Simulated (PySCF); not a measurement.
H2Cl3NTi, charge +1, quartet, geometry from GFN2-xTB of the parent state (such geometries of metal compounds can be far from the true shape) (the multiplicity is a formal guess); DF-PBE0/6-31G* (PySCF).

Here is a job for PySCF.
```python
from pyscf import gto, scf, dft

mol = gto.M(
    atom='''
Ti   -0.077443   -0.276581   -0.065696
Cl    1.955966    0.211574   -0.707327
Cl    0.105829   -0.034612    2.116002
Cl   -1.247596    1.168313   -1.245647
N    -1.252335   -1.772572   -0.147701
H    -1.195158   -2.697770   -0.574794
H    -2.176118   -1.679129    0.282538
''',
    basis='6-31g*',
    charge=1,
    spin=3,
    verbose=4,
)

mf = dft.UKS(mol)
mf.xc = 'pbe0'
mf = mf.density_fit(auxbasis='def2-universal-jkfit')
mf.kernel()
```

What does PySCF print? Leave out banner, timings and long lists.


```
PySCF version 2.14.0

[INPUT] verbose = 4
[INPUT] num. atoms = 7
[INPUT] num. electrons = 81
[INPUT] charge = 1
[INPUT] spin (= nelec alpha-beta = 2S) = 3
[INPUT] symmetry False subgroup None
[INPUT] Mole.unit = angstrom
[INPUT] Symbol           X                Y                Z      unit          X                Y                Z       unit  Magmom
[INPUT]  1 Ti    -0.077443000000  -0.276581000000  -0.065696000000 AA   -0.146346060265  -0.522662341258  -0.124147447479 Bohr   0.0
[INPUT]  2 Cl     1.955966000000   0.211574000000  -0.707327000000 AA    3.696240048961   0.399816915079  -1.336654310510 Bohr   0.0
[INPUT]  3 Cl     0.105829000000  -0.034612000000   2.116002000000 AA    0.199987826037  -0.065407200623   3.998664259032 Bohr   0.0
[INPUT]  4 Cl    -1.247596000000   1.168313000000  -1.245647000000 AA   -2.357614754103   2.207791597769  -2.353931677886 Bohr   0.0
[INPUT]  5 N     -1.252335000000  -1.772572000000  -0.147701000000 AA   -2.366570166207  -3.349675616073  -0.279114438324 Bohr   0.0
[INPUT]  6 H     -1.195158000000  -2.697770000000  -0.574794000000 AA   -2.258521295583  -5.098046447068  -1.086203238043 Bohr   0.0
[INPUT]  7 H     -2.176118000000  -1.679129000000   0.282538000000 AA   -4.112267034736  -3.173093937815   0.533919439782 Bohr   0.0

nuclear repulsion = 530.25070851921
number of shells = 46
number of NR pGTOs = 285
number of NR cGTOs = 106
basis = 6-31g*
ecp = {}

******** <class 'pyscf.df.df_jk.DFUKS'> ********
method = DFUKS
initial guess = minao
damping factor = 0
level_shift factor = 0
DIIS = <class 'pyscf.scf.diis.CDIIS'>
diis_start_cycle = 1
diis_space = 8
diis_damp = 0
SCF conv_tol = 1e-09
SCF conv_tol_grad = None
SCF max_cycles = 50
direct_scf = False
number electrons alpha = 42  beta = 39
XC library pyscf.dft.libxc version 7.1.2
    S. Lehtola, C. Steigemann, M. J. T. Oliveira, and M. A. L. Marques,  SoftwareX 7, 1–5 (2018)
XC functionals = pbe0
    C. Adamo and V. Barone,  J. Chem. Phys. 110, 6158 (1999)
    M. Ernzerhof and G. E. Scuseria,  J. Chem. Phys. 110, 5029 (1999)
radial grids:
    Treutler-Ahlrichs [JCP 102, 346 (1995); DOI:10.1063/1.469408] (M4) radial grids

becke partition: Becke, JCP 88, 2547 (1988); DOI:10.1063/1.454033
pruning grids: <function nwchem_prune>
grids dens level: 3
symmetrized grids: False
atomic radii adjust function: <function treutler_atomic_radii_adjust>
small_rho_cutoff = 0
Set gradient conv threshold to 3.16228e-05
tot grids = 111064
******** <class 'pyscf.df.df.DF'> ********
auxbasis = def2-universal-jkfit
init E= -2285.47048607287

cycle= 1 E= -2284.87278441821  delta_E= 0.598  |g|= 0.248  |ddm|=  2.1
cycle= 2 E= -2284.56456182493  delta_E= 0.308  |g|= 0.827  |ddm|= 1.02

cycle= 3 E= -2284.92384986511  delta_E= -0.359  |g|= 0.0478  |ddm|= 0.686

cycle= 4 E= -2284.92366250351  delta_E= 0.000187  |g|= 0.0549  |ddm|= 0.141

cycle= 5 E= -2284.92573189162  delta_E= -0.00207  |g|= 0.0235  |ddm|= 0.113

cycle= 6 E= -2284.92613674761  delta_E= -0.000405  |g|= 0.00827  |ddm|= 0.0372

cycle= 7 E= -2284.92617640839  delta_E= -3.97e-05  |g|= 0.00512  |ddm|= 0.0161

cycle= 8 E= -2284.92619081653  delta_E= -1.44e-05  |g|= 0.00303  |ddm|= 0.0103

cycle= 9 E= -2284.92619828084  delta_E= -7.46e-06  |g|= 0.000895  |ddm|= 0.00556

cycle= 10 E= -2284.92619964923  delta_E= -1.37e-06  |g|= 0.000367  |ddm|= 0.00246

cycle= 11 E= -2284.92620022198  delta_E= -5.73e-07  |g|= 0.000243  |ddm|= 0.0018

cycle= 12 E= -2284.92620056033  delta_E= -3.38e-07  |g|= 0.000189  |ddm|= 0.00143

cycle= 13 E= -2284.92620085441  delta_E= -2.94e-07  |g|= 0.000134  |ddm|= 0.00152

cycle= 14 E= -2284.92620115032  delta_E= -2.96e-07  |g|= 7.91e-05  |ddm|= 0.0024

cycle= 15 E= -2284.92620123961  delta_E= -8.93e-08  |g|= 6.09e-05  |ddm|= 0.00152

cycle= 16 E= -2284.92620125221  delta_E= -1.26e-08  |g|= 3.8e-05  |ddm|= 0.000366

cycle= 17 E= -2284.92620126137  delta_E= -9.17e-09  |g|= 2.81e-05  |ddm|= 0.000389

cycle= 18 E= -2284.92620126284  delta_E= -1.46e-09  |g|= 2.55e-05  |ddm|= 0.000132

cycle= 19 E= -2284.92620126485  delta_E= -2.02e-09  |g|= 1.34e-05  |ddm|= 0.000163

cycle= 20 E= -2284.92620126541  delta_E= -5.58e-10  |g|= 1.03e-05  |ddm|= 8.45e-05

Extra cycle  E= -2284.92620126529  delta_E= 1.26e-10  |g|= 1.92e-05  |ddm|= 4.42e-05
converged SCF energy = -2284.92620126529  <S^2> = 3.765254  2S+1 = 4.0076198
```
